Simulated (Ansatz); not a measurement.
Consider the ligand exchange at the Si–N bond: `O[SiH2]/N=C/F` + H₂S → `O[SiH2]S` + `N=CF`.

Gas-phase electronic energies from Ansatz, PBE0-D4/def2-TZVP geometries. CCSD(T)/CBS is the MP2 limit (def2-TZVPP, def2-QZVPP) plus CCSD(T) − MP2 in def2-TZVPP, frozen cores. This one scheme is used for every species. DFT in def2-TZVPP. B3LYP here is the variant with VWN-RPA as its local correlation; programs differ in this. HSE06 is defined as in plane-wave codes. Each species was taken in one conformer, which may not be the lowest.

```
        level  ΔE (kcal/mol)  difference from CCSD(T)/CBS
       PBE-D4           -2.9                         -1.7
      BLYP-D4           -0.6                          0.6
    r2SCAN-D4           -1.6                         -0.4
       B97M-V           -1.2                          0.0
      PBE0-D4           -2.5                         -1.3
     HSE06-D4           -2.5                         -1.3
     BHLYP-D4            0.0                          1.2
 CAM-B3LYP-D4            0.3                          1.5
       revPBE           -3.3                         -2.1
        B3LYP           -0.5                          0.7
      r2SCANh           -1.6                         -0.4
        HSE06           -2.6                         -1.4
        BHLYP            0.1                          1.3
    CAM-B3LYP            0.2                          1.4
  HF/def2-SVP            0.3                          1.5
MP2/CBS(def2)           -1.0                          0.2
  CCSD(T)/CBS           -1.2                            0
```

Largest T1 diagnostic among the species: 0.013.

From BLYP to BHLYP (50 % exact exchange), in def2-TZVPP and without D4, ΔE moves by +0.9 kcal/mol. Leaving LDA and LC-ωPBE aside and taking each functional with its dispersion term where it has one, the values spread over 3.2 kcal/mol, from PBE-D4 to CAM-B3LYP-D4. LDA lies +1.1 kcal/mol from PBE without D4.
